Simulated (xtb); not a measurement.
C4F5 (SMILES FC(F)=[C]C(F)=C(F)F), doublet, at a GFN2-xTB geometry. Base run: xtb with GFN0-xTB.

xtb was given this input:
```
$ xtb mol.xyz --gfn 0 --uhf 1 --json

# file mol.xyz
9

F      2.75303862     0.84141409     0.27355721
C      1.86621234    -0.12970003     0.44673461
F      2.38997822    -1.05521826     1.23957711
C      0.66828368    -0.14622884    -0.03593613
C     -0.54593179    -0.20717033    -0.61192545
F     -0.67920932    -0.79433365    -1.81482069
C     -1.71329410     0.29617516    -0.06241471
F     -2.89647638     0.23277077    -0.63157634
F     -1.75084455     0.89998307     1.10895717
```

Variants of this job, named by their change:

| change | ΔE vs base (kcal/mol) |
|---|---|
| base | 0.000 |
| acc = 0.0001 | 0.000 |
| etemp = 3000 | -0.423 |
| etemp = 10 | 0.000 |
| etemp = 5000 | -3.97 |
| acc = 30 | 0.000 |
